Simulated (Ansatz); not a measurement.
Correlation energies of `B[SiH2]C(N)O` by basis set

```
atom    x (Å)    y (Å)    z (Å)
  B1   0.5687  -0.8715  -2.1090
 Si2   0.9368   0.1288  -0.4079
  C3  -0.5461   0.0517   0.7931
  N4  -0.3918   0.9569   1.8900
  O5  -1.7169   0.4630   0.0774
  H6  -0.4790  -1.4065  -2.3372
  H7   1.4090  -0.9544  -2.9559
  H8   1.2025   1.5587  -0.7389
  H9   2.1712  -0.4225   0.2380
 H10  -0.7011  -0.9943   1.1171
 H11  -0.9968   0.7364   2.6699
 H12   0.5604   1.0372   2.2127
 H13  -2.0171  -0.2835  -0.4492
```

Charge 0, multiplicity 1. Geometry: relaxed with PBE0-D4/def2-TZVP. It is one conformer, not always the lowest. Frozen core, restricted reference, the Gaussian-basis code of Ansatz. CBS rows extrapolate triple and quadruple zeta; past MP2 they add the triple-zeta difference.

```json
{"basis": "def2-TZVPP", "HF (Eh)": "-485.48555", "MP2 corr.": "-0.85136", "CCSD corr.": "-0.90443", "(T)": "-0.03381", "CCSD(T) total": "-486.42379"}
{"basis": "def2-QZVPP", "HF (Eh)": "-485.50400", "MP2 corr.": "-0.91311", "CCSD corr.": "–", "(T)": "–", "CCSD(T) total": "–"}
{"basis": "CBS(def2)", "HF (Eh)": "-485.50654", "MP2 corr.": "-0.95885", "CCSD corr.": "-1.01192", "(T)": "as TZ", "CCSD(T) total": "-486.55227"}
```
